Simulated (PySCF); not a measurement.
A run for PySCF: R-B3LYP/6-31G* on C4H9Br (SMILES CC(C)(C)Br).

```python
from pyscf import gto, scf, dft, mp
from pyscf.data.elements import chemcore

mol = gto.M(
    atom='''
    C     1.45690917    0.08830601   -0.02512560
    C    -0.03381803    0.01814122   -0.31004521
    C    -0.78231454    1.19919099    0.28431403
    C    -0.63303266   -1.30974523    0.12128268
    Br   -0.25313361    0.13563108   -2.31877564
    H     1.61392777    0.02710003    1.05615226
    H     1.88440301    1.02493488   -0.38047416
    H     1.98931505   -0.73729763   -0.49545988
    H    -0.68486296    1.16808041    1.37385704
    H    -0.37406470    2.14519013   -0.06883908
    H    -1.84180648    1.16297442    0.03438613
    H    -0.53196256   -1.40789504    1.20651322
    H    -0.11837988   -2.14745552   -0.34741752
    H    -1.69117959   -1.36715576   -0.13036829
    ''',
    basis='6-31g*',
    cart=True,
    charge=0, spin=0, verbose=3, max_memory=1800)
mf = dft.RKS(mol, xc='b3lyp')
mf.conv_tol = 1e-8
mf.max_cycle = 100
mf.kernel()
if not mf.converged:
    mf = mf.newton().run(mf.mo_coeff, mf.mo_occ)
```

What total energy does the run end on?

-2731.7448 hartree.
